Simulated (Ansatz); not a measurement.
Input and output for CH6BFN2.

```yaml
crystal:
  periodic: [false, false, false]
  atoms:
    - {symbol: B, position_ang: [-0.746938, 0.909142, -0.495444]}
    - {symbol: C, position_ang: [0.252890, 0.151732, 0.508167]}
    - {symbol: N, position_ang: [-0.053153, -1.003229, 1.167570]}
    - {symbol: N, position_ang: [0.091852, -0.109407, -1.082741]}
    - {symbol: F, position_ang: [1.541547, 0.861261, 0.683332]}
    - {symbol: H, position_ang: [-0.466217, 1.985493, -0.950917]}
    - {symbol: H, position_ang: [-1.862046, 0.500210, -0.254797]}
    - {symbol: H, position_ang: [-0.398394, -0.851847, 2.112721]}
    - {symbol: H, position_ang: [0.805304, -1.322983, 1.517799]}
    - {symbol: H, position_ang: [0.925005, 0.259883, -1.653179]}
    - {symbol: H, position_ang: [-0.056977, -1.223870, -1.228125]}
basis:
  gaussian: {orbitals: "6-31++G**"}
total_charge: 1
magnetization: {spin_polarized: true, initial_magnetization: 1}
hamiltonian: {xc: {name: wB97M-V}}
accuracy: high
```

```sh
$ ansatz run in.yaml --threads 4 --pin off --events-out ev --progress --plain --max-ram 10444MiB
```

Shortened log:

```
Functional definition: wB97M-V
2916 factors; integrals over basis functions are off by at most 3.7e-9 eV
497 factors; integrals over basis functions are off by at most 2.5e-9 eV
mean field evaluation 1: about -7484.6235 eV, gradient 5.1e1 eV
mean field evaluation 2: about -7487.0561 eV, gradient 4.7e1 eV
mean field evaluation 4: about -7494.4757 eV, gradient 2.4e0 eV
mean field evaluation 8: about -7494.6162 eV, gradient 2.7e-1 eV
mean field evaluation 16: about -7494.6236 eV, gradient 6.2e-3 eV
mean field evaluation 32: about -7494.6236 eV, gradient 2.9e-6 eV
mean field -7494.62358740 eV, -275.4223367987 hartree, gradient 9.2e-8 eV, S^2 0.753046; 0 other end points of the search recorded, 0 dependent functions left out
reference -7494.62359949 eV, -275.4223372428 hartree; 20, 19 occupied and 111, 112 virtual orbitals, 2916 factors
Total energy: -7494.62359949 eV, -275.4223372428 hartree
```

It took 44 s on 4 threads of an Intel Xeon Platinum 8259CL on a shared host, with 1.6 GiB of host memory at the peak.
